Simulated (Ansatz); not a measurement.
A nudged elastic band was laid between two geometries of a periodic cell of 17 atoms, Ba₁₆H (host Ba, host structure bcc, interstitial H).

These are results of DFT PBE, scalar-relativistic, plane waves, PAW in Ansatz, not measurements. Settings: cutoff 420 eV, k mesh 2x2x2, gaussian smearing 0.1 eV, no spin polarisation.

```yaml
movable_images: 3
climbing_image: yes
spring: 5.0 eV/Å²
optimiser: lbfgs
start_path: IDPP
force_threshold: 0.05 eV/Å
iteration_limit: 80
end_points: relaxed
```

Initial state:

```xyz
17
Lattice="10.0400 0.0000 0.0000 0.0000 10.0400 0.0000 0.0000 0.0000 10.0400" Properties=species:S:1:pos:R:3
Ba 0.068 0.007 0.038
Ba 4.951 0.007 0.038
Ba 0.193 5.027 -0.008
Ba -0.060 0.007 4.952
Ba 2.509 2.714 2.512
Ba 4.826 5.027 -0.008
Ba 5.079 0.007 4.952
Ba 7.529 2.585 2.470
Ba -0.073 5.027 5.133
Ba 2.509 7.341 2.513
Ba 2.509 2.445 7.415
Ba 5.091 5.027 5.133
Ba 7.529 7.468 2.470
Ba 7.529 2.456 7.595
Ba 2.509 7.608 7.414
Ba 7.529 7.597 7.595
H 2.509 5.027 1.250
```

Final state:

```xyz
17
Lattice="10.0400 0.0000 0.0000 0.0000 10.0400 0.0000 0.0000 0.0000 10.0400" Properties=species:S:1:pos:R:3
Ba 0.077 0.005 -0.068
Ba 4.974 0.005 0.077
Ba -0.124 5.025 -0.080
Ba 0.077 0.005 5.086
Ba 2.499 2.724 2.509
Ba 5.032 5.025 0.207
Ba 4.974 0.005 4.940
Ba 7.654 2.436 2.509
Ba -0.124 5.025 5.097
Ba 2.499 7.327 2.509
Ba 2.556 2.594 7.529
Ba 5.032 5.025 4.811
Ba 7.654 7.614 2.509
Ba 7.454 2.448 7.529
Ba 2.556 7.456 7.529
Ba 7.454 7.602 7.529
H 3.766 5.026 2.509
```

**Question.** Which bonds break or form, and what moves?

**Answer.** Contacts lost: Ba3–H17. Contacts made: Ba12–H17. The atom that moves furthest is H17, by 1.78 Å.

**Question.** What energy profile does the band end with?

**Answer.** It converged. The highest image is number 2 of 0 to 4, 0.131 eV above the ends, which have the same energy within 2 meV. By the program's own check the climbing image is a first-order saddle point (lowest curvatures found: -0.67 and 0.30 eV/Å²). Limits of this set-up: coarse k mesh, odd electron count without spin.

| image | path coordinate (Å) | energy (eV) | Ba3–H17 (Å) | Ba12–H17 (Å) |
| --- | --- | --- | --- | --- |
| 0 | 0.00 | 0.000 | 2.64 | 4.66 |
| 1 | 0.58 | 0.052 | 2.81 | 4.11 |
| 2 | 1.16 | 0.131 | 3.41 | 3.41 |
| 3 | 1.74 | 0.050 | 4.13 | 2.81 |
| 4 | 2.33 | 0.000 | 4.67 | 2.63 |

**Question.** What is the geometry of the highest image?

**Answer.** 
```xyz
17
Lattice="10.0400 0.0000 0.0000 0.0000 10.0400 0.0000 0.0000 0.0000 10.0400" Properties=species:S:1:pos:R:3
Ba 0.023 0.006 -0.095
Ba 5.034 0.006 -0.015
Ba 0.193 5.026 0.065
Ba -0.064 0.006 5.082
Ba 2.494 2.515 2.525
Ba 4.869 5.025 0.149
Ba 5.114 0.006 4.995
Ba 7.605 2.516 2.464
Ba -0.028 5.026 5.046
Ba 2.494 7.537 2.525
Ba 2.554 2.515 7.453
Ba 4.953 5.026 4.825
Ba 7.604 7.536 2.464
Ba 7.500 2.583 7.559
Ba 2.554 7.537 7.454
Ba 7.500 7.469 7.559
H 2.977 5.027 2.042
```

The band took 11 iterations and about 21 core-minutes.

Run time: 6.3 min on 4 threads of Intel(R) Xeon(R) 6975P-C (Granite Rapids) (shared host), peak memory 4.4 GiB.
